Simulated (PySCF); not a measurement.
# Computed records: BGeH4, GeH3N, ClGeH2

Computed with PySCF 2.14.0. Calculation on a computer-drawn molecule: vertical ionisation energy to the stated ion spin, frozen-core CCSD(T) at the basis limit and cheaper methods, single-reference cases, UHF for radicals, no spin-orbit; all values are single points at the evaluated structure, the first of each entry, which is the reference or a displaced copy of it and isn't optimised; the reference structure only sets the zero of the energies above reference; triples share is (T) over the correlation energy; on germanium a core potential holds 10 electrons, which the energies leave out, and 3d is frozen in MP2 and coupled-cluster steps.

Common to all runs: multiplicity 1; ion multiplicity 2; diffuse functions no; basis and core potential on germanium cc-pVnZ-PP ECP10MDF; reference is the Hartree-Fock double-zeta minimum; best is HF at quadruple zeta + MP2 correlation extrapolated from triple and quadruple zeta + CCSD(T) minus MP2 at triple zeta; basis step is the size of the change from the same recipe one zeta lower.

```yaml
- entry: 1
  formula: BGeH4
  evaluated_structure:
    atoms_angstrom:
      - [B, 1.4978, 1.0272, -0.1182]
      - [Ge, 1.6565, 0.9781, -2.174]
      - [H, 1.6709, 0.1222, 0.4722]
      - [H, 1.5392, 2.1671, 0.2174]
      - [H, 2.9527, 1.1413, -2.9165]
      - [H, 0.4315, 0.6639, -3.1244]
  reference_structure:
    atoms_angstrom:
      - [B, 1.5879, 1.0631, -0.124]
      - [Ge, 1.6869, 0.9339, -2.2042]
      - [H, 1.7307, 0.0561, 0.4899]
      - [H, 1.3937, 2.1374, 0.3447]
      - [H, 2.9794, 1.0887, -2.9845]
      - [H, 0.4731, 0.6763, -3.0781]
  given:
    charge: 1
    basis: cc-pVnZ
    drawn_bonds_atom: [1, 1, 1, 2, 2]
    drawn_bonds_other_atom: [2, 3, 4, 5, 6]
    drawn_bonds_order: [1, 1, 1, 1, 1]
  results:
    "ionisation_energy_best [eV]": 17.54
    "ionisation_energy_basis_step [eV]": 0.02617
    "energy_above_reference_best [kcal/mol]": 5.378
    "energy_above_reference_basis_step [kcal/mol]": 0.008333
    triple_zeta_method: [HF, PBE, r2SCAN, B3LYP, wB97X, MP2, CCSD, "CCSD(T)"]
    "triple_zeta_ionisation_energy [eV]": [16.62, 17.17, 17.26, 17.35, 17.38, 17.43, 17.42, 17.44]
    "triple_zeta_energy_above_reference [kcal/mol]": [5.945, 5.449, 5.376, 5.179, 5.584, 5.545, 5.554, 5.543]
    "ionisation_energy_Koopmans_at_triple_zeta [eV]": 17.6
    "ionisation_energy_EOM_CCSD_at_triple_zeta [eV]": 17.49
    "total_energy_HF_triple_zeta [hartree]": -320.0826
    "total_energy_CCSD(T)_triple_zeta [hartree]": -320.3130
    "total_energy_best [hartree]": -320.3383
    T1_diagnostic_at_triple_zeta: 0.01141
    D1_diagnostic_at_triple_zeta: 0.02065
    ion_T1_diagnostic_at_triple_zeta: 0.01711
    ion_D1_diagnostic_at_triple_zeta: 0.03864
    ion_spin_squared_at_triple_zeta: 0.775
    triples_share_at_triple_zeta: 0.0255
    basis_functions_triple_zeta: 125
- entry: 2
  formula: BGeH4
  evaluated_structure:
    atoms_angstrom:
      - [B, 1.5634, 1.0574, -0.165]
      - [Ge, 1.6389, 0.9113, -2.2004]
      - [H, 1.7769, 0.0662, 0.5086]
      - [H, 1.4208, 2.13, 0.3509]
      - [H, 2.9465, 1.0782, -2.9392]
      - [H, 0.4878, 0.6854, -3.1287]
  reference_structure:
    atoms_angstrom:
      - [B, 1.5879, 1.0631, -0.124]
      - [Ge, 1.6869, 0.9339, -2.2042]
      - [H, 1.7307, 0.0561, 0.4899]
      - [H, 1.3937, 2.1374, 0.3447]
      - [H, 2.9794, 1.0887, -2.9845]
      - [H, 0.4731, 0.6763, -3.0781]
  given:
    charge: 1
    basis: cc-pVnZ
    drawn_bonds_atom: [1, 1, 1, 2, 2]
    drawn_bonds_other_atom: [2, 3, 4, 5, 6]
    drawn_bonds_order: [1, 1, 1, 1, 1]
  results:
    "ionisation_energy_best [eV]": 17.89
    "ionisation_energy_basis_step [eV]": 0.0275
    "energy_above_reference_best [kcal/mol]": 0.9137
    "energy_above_reference_basis_step [kcal/mol]": 0.0501
    triple_zeta_method: [HF, PBE, r2SCAN, B3LYP, wB97X, MP2, CCSD, "CCSD(T)"]
    "triple_zeta_ionisation_energy [eV]": [17.03, 17.49, 17.61, 17.69, 17.74, 17.8, 17.78, 17.8]
    "triple_zeta_energy_above_reference [kcal/mol]": [1.21, 0.469, 0.3019, 0.7809, 0.5809, 0.9245, 0.9743, 0.9506]
    "ionisation_energy_Koopmans_at_triple_zeta [eV]": 18.03
    "ionisation_energy_EOM_CCSD_at_triple_zeta [eV]": 17.85
    "total_energy_HF_triple_zeta [hartree]": -320.0901
    "total_energy_CCSD(T)_triple_zeta [hartree]": -320.3203
    "total_energy_best [hartree]": -320.3455
    T1_diagnostic_at_triple_zeta: 0.01163
    D1_diagnostic_at_triple_zeta: 0.02217
    ion_T1_diagnostic_at_triple_zeta: 0.01725
    ion_D1_diagnostic_at_triple_zeta: 0.04258
    ion_spin_squared_at_triple_zeta: 0.7704
    triples_share_at_triple_zeta: 0.02561
    basis_functions_triple_zeta: 125
- entry: 3
  formula: GeH3N
  evaluated_structure:
    atoms_angstrom:
      - ["N", 0.2935, -0.4075, -1.2473]
      - [Ge, 2.0372, -0.8356, -1.382]
      - [H, -0.2018, -0.3934, -0.3694]
      - [H, -0.3057, -0.1558, -2.0108]
      - [H, 2.1112, -0.6265, -3.1083]
  reference_structure:
    atoms_angstrom:
      - ["N", 0.287, -0.4006, -1.2527]
      - [Ge, 2.0396, -0.8374, -1.3842]
      - [H, -0.1958, -0.3974, -0.374]
      - [H, -0.3141, -0.139, -2.011]
      - [H, 2.097, -0.6332, -2.9605]
  given:
    charge: 0
    basis: cc-pVnZ
    drawn_bonds_atom: [1, 1, 1, 2]
    drawn_bonds_other_atom: [2, 3, 4, 5]
    drawn_bonds_order: [1, 1, 1, 1]
  results:
    "ionisation_energy_best [eV]": 9.012
    "ionisation_energy_basis_step [eV]": 0.0452
    "energy_above_reference_best [kcal/mol]": 2.575
    "energy_above_reference_basis_step [kcal/mol]": 0.03678
    triple_zeta_method: [HF, PBE, r2SCAN, B3LYP, wB97X, MP2, CCSD, "CCSD(T)"]
    "triple_zeta_ionisation_energy [eV]": [8.045, 8.823, 8.845, 8.997, 9.072, 8.823, 8.881, 8.885]
    "triple_zeta_energy_above_reference [kcal/mol]": [3.141, 1.713, 2.534, 2.205, 2.713, 3.017, 2.585, 2.504]
    "ionisation_energy_Koopmans_at_triple_zeta [eV]": 8.967
    "ionisation_energy_EOM_CCSD_at_triple_zeta [eV]": 8.987
    "total_energy_HF_triple_zeta [hartree]": -349.6002
    "total_energy_CCSD(T)_triple_zeta [hartree]": -349.9579
    "total_energy_best [hartree]": -350.0023
    T1_diagnostic_at_triple_zeta: 0.01708
    D1_diagnostic_at_triple_zeta: 0.04744
    ion_T1_diagnostic_at_triple_zeta: 0.02685
    ion_D1_diagnostic_at_triple_zeta: 0.06914
    ion_spin_squared_at_triple_zeta: 0.8097
    triples_share_at_triple_zeta: 0.03801
    basis_functions_triple_zeta: 111
    "dipole_magnitude_HF_at_triple_zeta [debye]": 1.623
    "dipole_magnitude_CCSD_unrelaxed_at_triple_zeta [debye]": 1.791
    "dipole_magnitude_PBE_at_triple_zeta [debye]": 1.951
    "dipole_magnitude_r2SCAN_at_triple_zeta [debye]": 1.952
    "dipole_magnitude_B3LYP_at_triple_zeta [debye]": 1.831
    "dipole_magnitude_wB97X_at_triple_zeta [debye]": 1.789
- entry: 4
  formula: ClGeH2
  evaluated_structure:
    atoms_angstrom:
      - [Cl, -0.5543, 3.0686, -2.949]
      - [Ge, 0.1344, 2.1014, -1.1746]
      - [H, 1.641, 1.5688, -1.258]
      - [H, -0.8635, 2.0477, -0.0409]
  reference_structure:
    atoms_angstrom:
      - [Cl, -0.5377, 3.0401, -2.9161]
      - [Ge, 0.1282, 2.1249, -1.2034]
      - [H, 1.5297, 1.5735, -1.228]
      - [H, -0.8322, 2.0701, -0.0443]
  given:
    charge: 1
    basis: "cc-pV(n+d)Z"
    drawn_bonds_atom: [1, 2, 2]
    drawn_bonds_other_atom: [2, 3, 4]
    drawn_bonds_order: [1, 1, 1]
  results:
    "ionisation_energy_best [eV]": 17.99
    "ionisation_energy_basis_step [eV]": 0.06397
    "energy_above_reference_best [kcal/mol]": 2.975
    "energy_above_reference_basis_step [kcal/mol]": 0.1716
    triple_zeta_method: [HF, PBE, r2SCAN, B3LYP, wB97X, MP2, CCSD, "CCSD(T)"]
    "triple_zeta_ionisation_energy [eV]": [16.67, 17.65, 17.76, 17.8, 17.85, 17.94, 17.73, 17.81]
    "triple_zeta_energy_above_reference [kcal/mol]": [4.326, 1.771, 3.346, 2.459, 3.955, 3.555, 3.138, 2.849]
    "ionisation_energy_Koopmans_at_triple_zeta [eV]": 18.44
    "ionisation_energy_EOM_CCSD_at_triple_zeta [eV]": 17.86
    "total_energy_HF_triple_zeta [hartree]": -753.8018
    "total_energy_CCSD(T)_triple_zeta [hartree]": -754.1296
    "total_energy_best [hartree]": -754.1790
    T1_diagnostic_at_triple_zeta: 0.01545
    D1_diagnostic_at_triple_zeta: 0.04568
    ion_T1_diagnostic_at_triple_zeta: 0.02411
    ion_D1_diagnostic_at_triple_zeta: 0.09983
    ion_spin_squared_at_triple_zeta: 0.762
    triples_share_at_triple_zeta: 0.0394
    basis_functions_triple_zeta: 106
- entry: 5
  formula: BGeH4
  evaluated_structure:
    atoms_angstrom:
      - [B, 1.5887, 1.0627, -0.121]
      - [Ge, 1.6871, 0.9342, -2.2056]
      - [H, 1.7324, 0.0552, 0.4878]
      - [H, 1.3948, 2.1331, 0.3451]
      - [H, 2.9861, 1.0898, -2.9864]
      - [H, 0.4757, 0.6747, -3.0818]
  reference_structure:
    atoms_angstrom:
      - [B, 1.5879, 1.0631, -0.124]
      - [Ge, 1.6869, 0.9339, -2.2042]
      - [H, 1.7307, 0.0561, 0.4899]
      - [H, 1.3937, 2.1374, 0.3447]
      - [H, 2.9794, 1.0887, -2.9845]
      - [H, 0.4731, 0.6763, -3.0781]
  given:
    charge: 1
    basis: cc-pVnZ
    drawn_bonds_atom: [1, 1, 1, 2, 2]
    drawn_bonds_other_atom: [2, 3, 4, 5, 6]
    drawn_bonds_order: [1, 1, 1, 1, 1]
  results:
    "ionisation_energy_best [eV]": 17.64
    "ionisation_energy_basis_step [eV]": 0.02783
    "energy_above_reference_best [kcal/mol]": -0.0001324
    "energy_above_reference_basis_step [kcal/mol]": 0.006748
    triple_zeta_method: [HF, PBE, r2SCAN, B3LYP, wB97X, MP2, CCSD, "CCSD(T)"]
    "triple_zeta_ionisation_energy [eV]": [16.75, 17.27, 17.38, 17.46, 17.49, 17.54, 17.53, 17.55]
    "triple_zeta_energy_above_reference [kcal/mol]": [-0.01417, 0.03458, 0.061, 0.001901, 0.04406, 0.005636, -0.00426, -0.003183]
    "ionisation_energy_Koopmans_at_triple_zeta [eV]": 17.73
    "ionisation_energy_EOM_CCSD_at_triple_zeta [eV]": 17.6
    "total_energy_HF_triple_zeta [hartree]": -320.0921
    "total_energy_CCSD(T)_triple_zeta [hartree]": -320.3218
    "total_energy_best [hartree]": -320.3469
    T1_diagnostic_at_triple_zeta: 0.01121
    D1_diagnostic_at_triple_zeta: 0.01984
    ion_T1_diagnostic_at_triple_zeta: 0.01659
    ion_D1_diagnostic_at_triple_zeta: 0.04244
    ion_spin_squared_at_triple_zeta: 0.7688
    triples_share_at_triple_zeta: 0.02549
    basis_functions_triple_zeta: 125
- entry: 6
  formula: BGeH4
  evaluated_structure:
    atoms_angstrom:
      - [B, 1.4978, 1.0272, -0.1182]
      - [Ge, 1.6565, 0.9781, -2.174]
      - [H, 1.6796, 0.0767, 0.5019]
      - [H, 1.5392, 2.1671, 0.2174]
      - [H, 2.9527, 1.1413, -2.9165]
      - [H, 0.4315, 0.6639, -3.1244]
  reference_structure:
    atoms_angstrom:
      - [B, 1.5879, 1.0631, -0.124]
      - [Ge, 1.6869, 0.9339, -2.2042]
      - [H, 1.7307, 0.0561, 0.4899]
      - [H, 1.3937, 2.1374, 0.3447]
      - [H, 2.9794, 1.0887, -2.9845]
      - [H, 0.4731, 0.6763, -3.0781]
  given:
    charge: 1
    basis: cc-pVnZ
    drawn_bonds_atom: [1, 1, 1, 2, 2]
    drawn_bonds_other_atom: [2, 3, 4, 5, 6]
    drawn_bonds_order: [1, 1, 1, 1, 1]
  results:
    "ionisation_energy_best [eV]": 17.52
    "ionisation_energy_basis_step [eV]": 0.02652
    "energy_above_reference_best [kcal/mol]": 3.149
    "energy_above_reference_basis_step [kcal/mol]": 0.03778
    triple_zeta_method: [HF, PBE, r2SCAN, B3LYP, wB97X, MP2, CCSD, "CCSD(T)"]
    "triple_zeta_ionisation_energy [eV]": [16.61, 17.15, 17.24, 17.33, 17.36, 17.41, 17.4, 17.43]
    "triple_zeta_energy_above_reference [kcal/mol]": [3.836, 2.88, 3.054, 3.009, 3.274, 3.366, 3.308, 3.257]
    "ionisation_energy_Koopmans_at_triple_zeta [eV]": 17.59
    "ionisation_energy_EOM_CCSD_at_triple_zeta [eV]": 17.47
    "total_energy_HF_triple_zeta [hartree]": -320.0859
    "total_energy_CCSD(T)_triple_zeta [hartree]": -320.3166
    "total_energy_best [hartree]": -320.3419
    T1_diagnostic_at_triple_zeta: 0.01151
    D1_diagnostic_at_triple_zeta: 0.02072
    ion_T1_diagnostic_at_triple_zeta: 0.01726
    ion_D1_diagnostic_at_triple_zeta: 0.03944
    ion_spin_squared_at_triple_zeta: 0.7747
    triples_share_at_triple_zeta: 0.02574
    basis_functions_triple_zeta: 125
- entry: 7
  formula: BGeH4
  evaluated_structure:
    atoms_angstrom:
      - [B, 1.5872, 1.0708, -0.1223]
      - [Ge, 1.6933, 0.9304, -2.2082]
      - [H, 1.7369, 0.0484, 0.4975]
      - [H, 1.3952, 2.1362, 0.3344]
      - [H, 2.974, 1.091, -2.9828]
      - [H, 0.3855, 0.668, -3.153]
  reference_structure:
    atoms_angstrom:
      - [B, 1.5879, 1.0631, -0.124]
      - [Ge, 1.6869, 0.9339, -2.2042]
      - [H, 1.7307, 0.0561, 0.4899]
      - [H, 1.3937, 2.1374, 0.3447]
      - [H, 2.9794, 1.0887, -2.9845]
      - [H, 0.4731, 0.6763, -3.0781]
  given:
    charge: 1
    basis: cc-pVnZ
    drawn_bonds_atom: [1, 1, 1, 2, 2]
    drawn_bonds_other_atom: [2, 3, 4, 5, 6]
    drawn_bonds_order: [1, 1, 1, 1, 1]
  results:
    "energy_above_reference_best [kcal/mol]": null
    triples_share_at_triple_zeta: null
    ion_D1_diagnostic_at_triple_zeta: null
    ion_spin_squared_at_triple_zeta: null
- entry: 8
  formula: ClGeH2
  evaluated_structure:
    atoms_angstrom:
      - [Cl, -0.5501, 3.0583, -2.9181]
      - [Ge, 0.162, 2.1282, -1.1385]
      - [H, 1.4542, 1.5551, -1.2811]
      - [H, -0.9053, 2.0556, -0.0109]
  reference_structure:
    atoms_angstrom:
      - [Cl, -0.5377, 3.0401, -2.9161]
      - [Ge, 0.1282, 2.1249, -1.2034]
      - [H, 1.5297, 1.5735, -1.228]
      - [H, -0.8322, 2.0701, -0.0443]
  given:
    charge: 1
    basis: "cc-pV(n+d)Z"
    drawn_bonds_atom: [1, 2, 2]
    drawn_bonds_other_atom: [2, 3, 4]
    drawn_bonds_order: [1, 1, 1]
  results:
    ion_D1_diagnostic_at_triple_zeta: null
    "energy_above_reference_basis_step [kcal/mol]": null
```

Questions
1. Give the missing energy above reference best for BGeH4 (entry 7).
2. What triples share at triple zeta does the calculation give for BGeH4 (entry 7)?
3. Give the missing ion D1 diagnostic at triple zeta for BGeH4 (entry 7).
4. BGeH4 (entry 7): ion spin squared at triple zeta?
5. Give the table of triple zeta values for BGeH4 (entry 7).
6. Estimate the ion D1 diagnostic at triple zeta of ClGeH2 (entry 8).
7. Estimate the energy above reference basis step of ClGeH2 (entry 8).
8. Give the table of triple zeta values for ClGeH2 (entry 8).

Answers
1. 2.238 kcal/mol
2. 0.02605
3. 0.04189
4. 0.7788
5. 
Triple zeta:
```csv
method,ionisation energy (eV),energy above reference (kcal/mol)
HF,16.68,2.949
PBE,17.18,1.666
r2SCAN,17.29,2.472
B3LYP,17.37,2.163
wB97X,17.41,2.658
MP2,17.47,2.637
CCSD,17.46,2.294
CCSD(T),17.48,2.194
```
6. 0.08396
7. 0.1997 kcal/mol
8. 
Triple zeta:
```csv
method,ionisation energy (eV),energy above reference (kcal/mol)
HF,16.67,5.132
PBE,17.73,3.969
r2SCAN,17.82,4.512
B3LYP,17.86,4.066
wB97X,17.87,5.038
MP2,17.96,4.774
CCSD,17.75,4.707
CCSD(T),17.84,4.538
```

Further results for BGeH4 (entry 7):

```
ionisation energy best                    : 17.57 eV
ionisation energy basis step              : 0.02736 eV
energy above reference basis step         : 0.02913 kcal/mol
ionisation energy Koopmans at triple zeta : 17.65 eV
ionisation energy EOM CCSD at triple zeta : 17.52 eV
total energy HF triple zeta               : -320.0873 hartree
total energy CCSD(T) triple zeta          : -320.3183 hartree
total energy best                         : -320.3434 hartree
T1 diagnostic at triple zeta              : 0.01164
D1 diagnostic at triple zeta              : 0.02047
ion T1 diagnostic at triple zeta          : 0.0187
basis functions triple zeta               : 125
```

Further results for ClGeH2 (entry 8):

```
ionisation energy best                    : 18.02 eV
ionisation energy basis step              : 0.06481 eV
energy above reference best               : 4.598 kcal/mol
ionisation energy Koopmans at triple zeta : 18.47 eV
ionisation energy EOM CCSD at triple zeta : 17.88 eV
total energy HF triple zeta               : -753.8006 hartree
total energy CCSD(T) triple zeta          : -754.1269 hartree
total energy best                         : -754.1764 hartree
T1 diagnostic at triple zeta              : 0.01546
D1 diagnostic at triple zeta              : 0.04655
ion T1 diagnostic at triple zeta          : 0.021
ion spin squared at triple zeta           : 0.7617
triples share at triple zeta              : 0.03898
basis functions triple zeta               : 106
```
